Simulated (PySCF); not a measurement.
Computed shifts of a molecule C2H6O3Si, PySCF with PBE0/pcSseg-1, GIAO, gas phase, equivalent atoms averaged, in ppm (number of nuclei): ²⁹Si: -20.3 (1). ¹³C: 179.8 (1), 25.3 (1). ¹H: 5.52 (1), 5.29 (1), 2.34 (3), 2.03 (1). References: ²⁹Si against TMS (σ = 352.7 ppm); ¹⁷O against H2O (σ = 334.2 ppm); ¹³C against TMS (σ = 186.3 ppm); ¹H against TMS (σ = 31.56 ppm), references at their B3LYP-D3(BJ)/def2-TZVP geometries, non-relativistic. Geometry: B3LYP-D3(BJ)/def2-SVP. Other conformers were not sampled.

Which molecule gave these data?
(A) CO[Si@H](O)C=O
(B) COC(=O)O[SiH3]
(C) O[SiH2]C1OCO1
(D) CC(=O)O[SiH2]O

D, CC(=O)O[SiH2]O
